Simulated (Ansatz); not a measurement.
Ideal-gas functions of GeH2I, SMILES `[GeH2][I]` radical at 298.15 K and 1 bar, from an Ansatz frequency run at PBE0-D4/def2-TZVP.

Molar mass 201.53 g/mol, point group Cs (symmetry number 1), electronic degeneracy 2, moments of inertia 4.332, 300.348, 302.564 u Å². Harmonic wavenumbers (cm⁻¹, unscaled): 252, 536, 603, 823, 2069, 2116.

Use S(trans) = R[1.5 ln M + 2.5 ln T − 1.1517]; rotational temperatures θ = 24.2544 K / I; S(rot) = R[ln(√π/σ · √(T³/θAθBθC)) + 1.5]; for each mode x = 1.438777 ν̃/T, S = R[x/(eˣ − 1) − ln(1 − e⁻ˣ)] and H = RT x/(eˣ − 1); 1 cm⁻¹ = 0.0119627 kJ/mol; R = 8.31446 J/(mol·K).

**Question.** By hand: the entropy, in J/(mol·K).

**Answer.** Translation 175.0. Rotation: θ = 5.5989, 0.0808, 0.0802 K, giving 102.1. Vibration, mode by mode: 7.18, 2.40, 1.86, 0.79, 0.00, 0.00, in all 12.2. Electronic 5.8. Sum 295.1 J/(mol·K).

**Question.** By hand: H − E and G − E in kJ/mol, counted from the electronic energy.

**Answer.** Zero-point energy ½ × 6399 × 0.0119627 = 38.3; thermal vibration 2.4; translation, rotation and pV give 4 RT = 9.9. H − E = 50.6 kJ/mol, and G − E = 50.6 − 298.15 × 295.1/1000 = -37.4 kJ/mol.

Vibration gives 4 % of the entropy.
